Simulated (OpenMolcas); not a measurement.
A calculation on Ge.

- Program: OpenMolcas 26.06
- Method: RASSCF
- Basis: ANO-RCC-VQZP [7s6p4d2f1g]
- Scalar Hamiltonian: DKH2, point nucleus
- Active space: 2 electrons in 9 orbitals (RAS2 4p; RAS3 4d 5s, at most 1 electron)
- State averaging: 2S+1 = 3 even, 3 roots; 2S+1 = 1 even, 6 roots; 2S+1 = 3 odd, 3 roots; 2S+1 = 1 odd, 3 roots
- Spin-orbit coupling: RASSI with atomic mean-field integrals over the reference wave functions, term energies averaged over their components

(1) Which level of the active space comes out lowest?

(2) How high does 4s² 4p 5s ³P°₁ lie?

(3) How high does 4s² 4p² ¹D₂ lie?

(4) How high does 4s² 4p² ³P₂ lie?

Measured values: NIST Handbook of Basic Atomic Spectroscopic Data.

Answers

(1) 4s² 4p² ³P₀, with 100 % of that term; it is also the measured ground level.

(2) 48793 cm⁻¹ above the lowest level; measured 37702 cm⁻¹ above the ground level, so the calculation is off by +29 %.

(3) 9382 cm⁻¹ above the lowest level; measured 7125 cm⁻¹ above the ground level, so the calculation is off by +32 %.

(4) 1240 cm⁻¹ above the lowest level; measured 1410 cm⁻¹ above the ground level, so the calculation is off by -12 %.

Without dynamic correlation excited terms often stand tens of per cent too high (terms of higher spin than the ground term too low), and those without a measured partner can miss by more than the paired ones. ANO sets are built for valence states and can reach diffuse excited orbitals poorly, and with the s shell closed the s pⁿ⁺¹ terms that mix with these levels are absent. With the s shell closed, the reference lacks s² → p² mixing. No level of 4s² 4p 4d was computed, though it lies in the active space. Measured partners are found by configuration, term and J. A level has none where our copy of the source lacks it or the pairing is in doubt (some pairs that miss far off the trend of their configuration count as doubtful), and it then counts in no deviation. Levels of configurations outside the active space are missing.

° marks odd parity.
